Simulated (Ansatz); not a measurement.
Geometry optimisation, RKS PBE-D4/def2-SVP in Ansatz.

The input (input.yaml):

```yaml
crystal:
  periodic: [false, false, false]
  atoms:
    - { symbol: Hf, position_ang: [0.094772, -0.67828, -0.511623] }
    - { symbol: F, position_ang: [0.808199, 0.616398, 2.294577] }
    - { symbol: Cl, position_ang: [2.128773, 0.368463, -1.045723] }
    - { symbol: O, position_ang: [-1.280875, 0.583962, -0.190307] }
    - { symbol: H, position_ang: [-1.840511, 1.333927, 0.049918] }
    - { symbol: Cl, position_ang: [-0.557668, -1.832002, -2.444766] }
    - { symbol: Cl, position_ang: [0.298685, -2.377016, 1.291044] }
    - { symbol: H, position_ang: [0.822925, -0.253851, 2.63138] }
basis:
  gaussian: { orbitals: def2-SVP }
hamiltonian:
  xc: pbe
  dispersion: d4
relax:
  f_tol: 0.03
  max_steps: 50
```

Launched with:

```bash
$ ansatz run input.yaml --threads 4 --pin off --max-ram 5120MiB --backend cpu --events-out ev --progress --plain --runs-dir out
```

**Question.** Where does it end, and by what steps?

**Answer.** The forces met the threshold. After 9 steps the energy has fallen by 0.298 eV; F2 moved furthest, 0.47 Å. Joined: Hf1–F2 (3.17 → 2.40 Å).

| step | energy less start (eV) | largest force component (eV/Å) | accepted |
| --- | --- | --- | --- |
| 0 | 0.0000 | 0.983 | yes |
| 1 | -0.1059 | 0.780 | yes |
| 2 | -0.2220 | 0.523 | yes |
| 3 | -0.2444 | 0.482 | yes |
| 4 | -0.2836 | 0.238 | yes |
| 5 | -0.2848 | 0.553 | yes |
| 6 | -0.1111 | 3.170 | no |
| 7 | -0.2936 | 0.224 | yes |
| 8 | -0.2967 | 0.124 | yes |
| 9 | -0.2981 | 0.022 | yes |

```xyz
8
Properties=species:S:1:pos:R:3
Hf 0.168 -0.497 -0.233
F 0.850 0.349 1.907
Cl 2.162 0.498 -1.011
O -1.278 0.723 -0.085
H -2.010 1.353 -0.124
Cl -0.455 -1.806 -2.084
Cl 0.256 -2.311 1.420
H 0.782 -0.547 2.283
```

Whether the end is a true minimum wasn't checked by a vibrational analysis.

Run time: 20 s on 4 threads of Arm Neoverse V2, on a shared host, peak memory 0.18 GiB.
